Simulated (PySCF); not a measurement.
**Exercise with solution: chemical shift, span and skew from a shielding tensor**

C3H8BF, SMILES CC(C)BF. Atoms are numbered in the order given.

```xyz
13

B      0.4795    -0.5681     0.9132
F      0.2176     0.1607     1.9934
H      0.9237    -1.6787     1.1104
C      0.2677     0.0226    -0.5239
C     -0.5614     1.3123    -0.5704
C     -0.2300    -1.0362    -1.5230
H      1.3148     0.2721    -0.8150
H     -0.5750     1.7456    -1.5841
H     -1.6083     1.1176    -0.2830
H     -0.1702     2.0758     0.1193
H      0.3927    -1.9444    -1.5020
H     -0.2253    -0.6472    -2.5545
H     -1.2657    -1.3398    -1.2946
```
Charge 0, spin multiplicity 1.

Coordinates come from a B3LYP-D3(BJ)/def2-SVP optimisation. This is a generated structure with no PubChem entry under its InChIKey; it may be hypothetical. One conformer was computed; it need not be the lowest.

GIAO shieldings from PBE0/pcSseg-1 (PySCF), non-relativistic, no solvent. The symmetric part of the tensor of F2 has the principal values -15.9, 69.6, 483.1 ppm. The same nucleus in CFCl3 has σ = 167.2 ppm at this level (PySCF, at its B3LYP-D3(BJ)/def2-TZVP geometry).

Q: Work out the isotropic shielding, the ¹⁹F shift against CFCl3, the span and the skew.

A: 
σ(iso) = (σ11 + σ22 + σ33)/3 = 178.9 ppm. δ = σ(ref) − σ(iso) = 167.2 − (178.9) = -11.7 ppm.
Span Ω = σ33 − σ11 = 499.0 ppm. Skew κ = 3(σ(iso) − σ22)/Ω = 0.66. Tumbling in solution averages the tensor to δ; in a static solid the shielding alone would spread this spin-1/2 line over Ω.
